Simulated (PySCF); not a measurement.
A side-by-side comparison of computed properties.

First species: C₃H₈O₄SSi.
SMILES: `CS(=O)(=O)CC(=O)O[SiH3]`

Second species: C3H10Si2.
SMILES with atom numbers: `[CH3:1][CH:2]1[SiH2:3][CH2:4][SiH2:5]1` (hydrogens: H6, H7, H8 on C1; H9 on C2; H10, H11 on Si3; H12, H13 on C4; H14, H15 on Si5)

Levels: CAM-B3LYP/def2-SVPD for dipole moment, HOMO energy, LUMO energy, HOMO–LUMO gap, static isotropic polarisability and electronic spatial extent ⟨r²⟩ about the centre of nuclear charge; TDDFT CAM-B3LYP/def2-SVPD for lowest singlet excitation; TDA CAM-B3LYP/def2-SVPD for lowest triplet excitation (Tamm–Dancoff); ΔSCF CAM-B3LYP/def2-SVPD for vertical ionisation energy; PBE0-D3(BJ)/def2-SVP for rotational constant A and rotational constant C. Geometries: PBE0-D3(BJ)/def2-SVP. Each species is one conformer at its optimised geometry, gas phase, non-relativistic unless stated; the electronic structure was computed with PySCF and density fitting.

The conformers computed, where there is a choice (atom-mapped SMILES and torsion angles):
- `[CH3:1][S:2](=[O:3])(=[O:4])[CH2:5][C:6](=[O:7])[O:8][SiH3:9]`: C1–S2–C5–C6 73°, S2–C5–C6–O7 -73°, C5–C6–O8–Si9 -170°

Values for the first species:

```
Dipole moment                                                     : 3.39 D
HOMO energy                                                       : -10.08 eV
LUMO energy                                                       : 0.00 eV
HOMO–LUMO gap                                                     : 10.08 eV
Lowest singlet excitation                                         : 5.66 eV
Lowest triplet excitation (Tamm–Dancoff)                          : 5.18 eV
Static isotropic polarisability                                   : 94.5 au
Vertical ionisation energy                                        : 10.84 eV
Electronic spatial extent ⟨r²⟩ about the centre of nuclear charge : 1898 bohr²
Rotational constant A                                             : 2.722 GHz
Rotational constant C                                             : 0.617 GHz
```

Question: Estimate the same properties for the second species, and the change in each.

Answer: 
```json
{"property": "dipole moment", "first": "3.39 D", "second": "0.50 D", "second less first": "-2.89 D"}
{"property": "HOMO energy", "first": "-10.08 eV", "second": "-8.78 eV", "second less first": "+1.30 eV"}
{"property": "LUMO energy", "first": "0.00 eV", "second": "0.81 eV", "second less first": "+0.81 eV"}
{"property": "HOMO–LUMO gap", "first": "10.08 eV", "second": "9.59 eV", "second less first": "-0.49 eV"}
{"property": "lowest singlet excitation", "first": "5.66 eV", "second": "6.35 eV", "second less first": "+0.69 eV"}
{"property": "lowest triplet excitation (Tamm–Dancoff)", "first": "5.18 eV", "second": "6.10 eV", "second less first": "+0.92 eV"}
{"property": "static isotropic polarisability", "first": "94.5 au", "second": "88.2 au", "second less first": "-6.3 au"}
{"property": "vertical ionisation energy", "first": "10.84 eV", "second": "9.45 eV", "second less first": "-1.39 eV"}
{"property": "electronic spatial extent ⟨r²⟩ about the centre of nuclear charge", "first": "1898 bohr²", "second": "742 bohr²", "second less first": "-1156 bohr²"}
{"property": "rotational constant A", "first": "2.722 GHz", "second": "3.883 GHz", "second less first": "+1.161 GHz"}
{"property": "rotational constant C", "first": "0.617 GHz", "second": "1.854 GHz", "second less first": "+1.237 GHz"}
```

On the first: The polarisability is 14.00 Å³ as a volume (1 au = 0.148185 Å³), or 1.07 au for each of the 88 electrons. In atomic units the dipole is 1.34 e·bohr (1 au = 2.5417 D).

On the second: The 10 singlets span 6.35 to 8.08 eV, and their oscillator strengths add up to 0.42. The polarisability is 13.07 Å³ as a volume (1 au = 0.148185 Å³), or 1.58 au for each of the 56 electrons.
